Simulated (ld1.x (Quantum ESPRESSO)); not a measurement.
# Before and after: TM potential for nitrogen (N)

N, norm-conserving Troullier–Martins (Kleinman–Bylander form), made with ld1.x (Quantum ESPRESSO) 7.5 (PBE, non-relativistic). Core [He], reference 2s2 2p3. Waves: 2s (bound): rc 0.70 bohr; 2p (bound): rc 1.95 bohr. Local part: all-electron potential smoothed inside 1.85 bohr (lloc = -2). Core correction: a·sin(br)/r model core inside 0.35 bohr.

Change: local potential all-electron potential smoothed inside 2.30 bohr (lloc = -2).

Cutoffs: the cutoffs (Ry, on a coarse ladder) from which the occupation-weighted sum of valence levels, in a spherical-Bessel basis at the reference potential, stays within 10 and 1 mRy of its value at 400 Ry; they do not see the model core or the augmentation charge, which bear on the density cutoff. Errors are all-electron minus pseudo energies relative to the spin-unpolarised reference configuration.

Task: How do hardness, ghosts and transferability respond?

Result: The potential gets neither clearly harder nor softer (140 Ry and 300 Ry → 140 Ry and 300 Ry); the number of tests with a reliable result goes from 7 to 6; of the 6 tests that both files solve, the error grows in 1 and shrinks in 2 by more than 15 % and 0.3 meV (median size 217.9 → 192.6 meV); neither file shows a bound ghost.

```tsv
quantity	base	changed
cutoff, loose	140 Ry	140 Ry
cutoff, tight	300 Ry	300 Ry
bound ghosts	none	none
tests with a reliable result	7 of 7	6 of 7
error for 2s2 2p2, meV [ΔE 13.60 eV]	+30	+9.1
error for 2s2 2p1, meV [ΔE 42.46 eV]	+352	+273
error for 2s2 2p0, meV [ΔE 89.54 eV]	+1602	+1477
error for 2s1 2p4, meV [ΔE 11.48 eV]	-3.9	-4.2
error for 2s1 2p0, meV [ΔE 167.31 eV]	+2598	+2455
error for 2s1 2p3, meV [ΔE 25.34 eV]	-84	-112
```
